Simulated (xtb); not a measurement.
FH₆NOSi₂, SMILES [SiH3]N[Si@@H](F)O. All values are semi-empirical tight-binding results from xtb (GFN2-xTB unless named), good for trends rather than for accurate numbers. Coordinates come from a GFN2-xTB optimisation. The structure was generated by enumeration; whether it is a known compound was not checked. One conformer was computed; it need not be the lowest.

Optimised geometry:

Bonds (Å): O1–Si2 1.617, O1–H6 0.951, Si2–F3 1.602, Si2–N4 1.720, Si2–H7 1.445, N4–Si5 1.735, N4–H8 1.008, Si5–H9 1.465, Si5–H10 1.465, Si5–H11 1.462. Angles (°): Si2–O1–H6 121.3, O1–Si2–F3 101.8, O1–Si2–N4 111.2, O1–Si2–H7 114.7, F3–Si2–N4 111.4, F3–Si2–H7 106.9, N4–Si2–H7 110.5, Si2–N4–Si5 127.5, Si2–N4–H8 115.0, Si5–N4–H8 114.8, N4–Si5–H9 104.5, N4–Si5–H10 112.5, N4–Si5–H11 106.3, H9–Si5–H10 110.7, H9–Si5–H11 112.4, H10–Si5–H11 110.3.
Charge 0, spin multiplicity 1.

```yaml
orbital_gap: 5.59 eV
dipole_moment: 3.01 D
zero_point_energy: 40.5 kcal/mol
G − E(el) at 298.15 K (modified RRHO): 19.8 kcal/mol
static polarisability (D4 model): 76.7 bohr³
solvation energy, GFN2-xTB/ALPB(water): -5.0 kcal/mol
solvation energy, GFN2-xTB/ALPB(hexane): -2.0 kcal/mol
```

Computed atomic charges and the Wiberg bond orders between heavy atoms:
charges (e) O1 -0.46, Si2 0.62, F3 -0.27, N4 -0.45, Si5 0.48, H6 0.31, H7 -0.07, H8 0.15, H9 -0.11, H10 -0.10, H11 -0.10. Bond orders O1–Si2 1.18, Si2–F3 1.07, Si2–N4 1.06, N4–Si5 1.04.
